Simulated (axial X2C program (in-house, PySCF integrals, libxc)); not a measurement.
Potential curves of MnN, spin-free

Computed with an in-house all-electron X2C program for linear molecules (integrals from PySCF). Spin-free means the one-electron spin-free X2C Hamiltonian. Basis: Mn dyall-cv3z [9s10p6d3f2g], N dyall-av3z [7s7p3d2f] (cores contracted in-house); Gaussian nuclei, density fitting, unrestricted open shells. Masses: Mn 54.938 u, N 14.003 u.

State: M_S = 2, Λ = 1 (beyond evenly filled blocks: σα, π+α, δ+α, δ-α). Energies in eV from the fragments at the same level (Mn + N). Fits are polynomials in 1 − R0/R over 0.85 to 1.23 times the lowest point R0.

```json
{"R (Å)": "1.4233", "PBE0": "-1.3454"}
{"R (Å)": "1.4888", "PBE0": "-1.7465"}
{"R (Å)": "1.5378", "PBE0": "-1.9095"}
{"R (Å)": "1.5869", "PBE0": "-1.9918"}
{"R (Å)": "1.6360", "PBE0": "-2.0142"}
{"R (Å)": "1.6933", "PBE0": "-1.9836"}
{"R (Å)": "1.7505", "PBE0": "-1.9075"}
{"R (Å)": "1.8241", "PBE0": "-1.7619"}
{"R (Å)": "1.9141", "PBE0": "-1.5352"}
{"R (Å)": "2.0450", "PBE0": "-1.1533"}
```

The state is one determinant whose occupation by symmetry is held fixed; it was picked as the lowest of a PBE0 search that is not exhaustive. De is counted from the lowest determinant-based energies of the atoms at the same level, without counterpoise correction. PBE0 can misorder states that lie within some tenths of an eV, so this need not be the ground state of the molecule. The nearest other spin-free determinant of the search, M_S = 1, Λ = 0, lies 0.39 eV up at the distance of the search. The functionals have no current-density term, which raises determinants with orbital currents, atoms included. The determinant is spin-polarised beyond a pure state at some levels (its spin-free form has ⟨S²⟩ too high), which makes Re and μ there less reliable.

Task: Fit the PBE0 curve near its minimum: give the equilibrium distance, the harmonic wavenumber and the well depth.

Result: At PBE0, spin-free: Re = 1.633 Å, ωe ≈ 680 cm⁻¹, De = 2.01 eV to Mn + N; Be follows as 0.566 cm⁻¹.
